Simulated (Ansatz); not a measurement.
Start from `O=CO[SiH2]F` and change one atom or group to get `CO[SiH2]F`.

Ansatz, PBE0-D4/def2-TZVP geometries, multiplicity 1. Each molecule was computed in one conformer, which needn't be the lowest.

| property | `O=CO[SiH2]F` |
| --- | --- |
| LUMO energy (PBE0/def2-TZVPP) / eV | -0.70 |
| HOMO energy (ωB97M-V/def2-TZVPP) / eV | -11.24 |
| HOMO energy (PBE/def2-TZVPP) / eV | -7.11 |
| ideal-gas entropy at 298 K and 1 bar (rigid rotor, harmonic PBE0-D4/def2-TZVP) / J/(mol·K) | 323 |
| LUMO energy (B3LYP/def2-TZVPP) / eV | -0.99 |
| size of the dipole moment (ωB97M-V/def2-TZVPP) / D | 2.27 |

Give the same properties after the change, and the shifts. (An estimate is asked.)

The calculation gave: 
| property | `CO[SiH2]F` | shift |
| --- | --- | --- |
| LUMO energy (PBE0/def2-TZVPP) / eV | 0.81 | 1.51 |
| HOMO energy (ωB97M-V/def2-TZVPP) / eV | -11.19 | 0.05 |
| HOMO energy (PBE/def2-TZVPP) / eV | -7.22 | -0.11 |
| ideal-gas entropy at 298 K and 1 bar (rigid rotor, harmonic PBE0-D4/def2-TZVP) / J/(mol·K) | 319 | -4 |
| LUMO energy (B3LYP/def2-TZVPP) / eV | 0.55 | 1.54 |
| size of the dipole moment (ωB97M-V/def2-TZVPP) / D | 1.60 | -0.67 |

The zero-point energy changes by 47.4 kJ/mol with +3 modes. Dipoles are sizes alone; their direction can turn.

B3LYP here is the variant with VWN-RPA as its local correlation; programs differ in this.
